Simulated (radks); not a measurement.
Values are calculated unless marked as measured or tabulated.
Numerical settings for the sulfur ion S3+, [Ne] 3s2 3p1. Code: a radial shooting solver on a logarithmic mesh with Libxc functionals. Model: scalar-relativistic Kohn-Sham, PBE, spin-polarised, spherical densities, finite nucleus; open shells are filled with parallel spins first; Fermi nuclear charge, rms radius 3.2611 fm. The defaults (mesh step 0.008 in ln r, mesh end at 40 bohr or more with all orbitals vanishing there, Anderson mixing 0.5 over 9 steps, residual threshold near 1e-9 with the energy settled to 1e-9 hartree or 1e-11 of itself, here a cap of 90 iterations) give E = -396.5581 hartree and 3p at -40.992 eV in 17 iterations. Run on one thread of a shared host, so times are rough (Arm Neoverse V2): 0.1 s of CPU time, 0.1 s wall, 17 iterations on 2189 mesh points. Changes against that run (0 stands for a change within the tolerance of the run):

\begin{tabular}{lrrrrr}
setting & iterations & converged & E (mhartree) & e(3p) (meV) & CPU (s) \\ \hline
mesh step in ln r 0.12 & 90 & no & -1.41e+06 & - & 0.2 \\
mesh step in ln r 0.003 & 38 & yes & 0 & 0 & 0.45 \\
mesh step in ln r 0.012 & 17 & yes & 0 & 0 & 0.07 \\
mesh end (bohr) 400 & 17 & yes & 0 & 0 & 0.1 \\
mesh end (bohr) 8 & 17 & yes & +0.000123 & +0.0103 & 0.09 \\
residual threshold 0.1 & 9 & yes & 0 & +0.035 & 0.07 \\
residual threshold 1e-13 & 90 & no & 0 & 0 & 0.3 \\
mixing 2.5 & 36 & yes & 0 & 0 & 0.18 \\
linear mixing, mixing 0.5 & 57 & no & diverged & - & 0.32 \\
linear mixing, mixing 1 & 90 & no & +1.2 & -301 & 0.63 \\
mixing history 3 & 25 & yes & 0 & 0 & 0.13 \\
iteration cap 5 & 5 & no & +0.0413 & +107 & 0.04 \\
\end{tabular}

No run marked as converged misses the energy by more than 1 mhartree. A mesh that ends early acts as a hard wall.
